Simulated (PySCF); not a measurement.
## Silicon: a sound run and one with changed settings

Sound run: Si²⁺ [Ne] 3s2, Si³⁺ [Ne] 3s1. All numbers are calculated (PySCF 2.14, scalar relativity by spin-free X2C-1e, in aug-cc-pVDZ-DK (5s4p2d, 27 functions)). In the sound run the correlated levels freeze [Ne]. The sound run starts from symmetry-adapted Hartree-Fock orbitals and uses a fine grid where one is needed.

Changed run: initial guess 1e, at most 50 SCF cycles, level shift 0.1 hartree.

| species | method | sound run (hartree) | changed run (hartree) | converged |
| --- | --- | --- | --- | --- |
| Si²⁺ | UHF | -288.59121 | -288.59121 | yes |
| Si²⁺ | M06-L | -289.06326 | -289.06326 | yes |
| Si²⁺ | PBE | -288.92543 | -288.92543 | yes |
| Si²⁺ | MP2 | -288.62001 | -288.61651 | yes |
| Si²⁺ | CCSD(T) | -288.63467 | -288.63467 | yes |
| Si³⁺ | UHF | -287.41312 | -287.41312 | yes |
| Si³⁺ | M06-L | -287.83759 | -287.83759 | yes |
| Si³⁺ | PBE | -287.69428 | -287.69428 | yes |

Ionisation energy of Si²⁺:

```
 method  sound run (eV)  changed run (eV)
    UHF          32.057            32.057
  M06-L          33.352            33.352
    PBE          33.501            33.501
    MP2          32.841            32.746
SCS-MP2          32.998            32.883
   CCSD          33.240            33.240
CCSD(T)          33.240            33.240
  CCSDT          33.240            33.240
    FCI          33.240            33.240
```

A level shift leaves the converged SCF energy unchanged but raises the virtual orbital energies, which shrinks MP2 if it is not removed.

For comparison, NIST gives 33.493 eV between the lowest levels.
